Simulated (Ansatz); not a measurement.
Basis sets compared for Rb₄Br₃. Total charge 0; doublet. Geometry PBE-D4/def2-SVP. Ansatz on 4 threads of Arm Neoverse V2 on a shared host; times are rough, and most runs start from earlier orbitals.

```xyz
7

Rb    1.255    0.450   -2.666
Rb   -2.164   -1.170   -5.250
Rb    2.325    1.146    3.734
Rb   -1.145   -0.407    1.244
Br   -0.493   -0.106    4.430
Br    1.934    0.962    0.510
Br   -1.712   -0.875   -2.002
```

In the def2 sets Rb takes a core potential; there is no spin–orbit coupling. Another isomer (doublet) lies 0.42 eV lower at PBE0-D4/def2-TZVP; other spin states weren't run for this one.

Binding counts from free atoms (Rb doublet, Br doublet) in the same basis, without a counterpoise term.

```
           level  functions  energy (Eh)  HOMO (eV)  LUMO (eV)  binding per atom (eV)  wall time
 PBE-D4/def2-SVP        192   -7817.1101      -2.24      -1.73                   2.18       11 s
PBE0-D4/def2-SVP        192   -7817.3884      -2.59      -1.18                   2.20       20 s
```

Task: Estimate the rows for PBE-D4/def2-TZVP (with forces), PBE0-D4/def2-TZVP.

Result: 
```
                         level  functions  energy (Eh)  HOMO (eV)  LUMO (eV)  binding per atom (eV)  wall time
PBE-D4/def2-TZVP (with forces)        276   -7818.0430      -2.23      -1.67                   2.15       20 s
             PBE0-D4/def2-TZVP        276   -7818.3193      -2.58      -1.10                   2.16       27 s
```
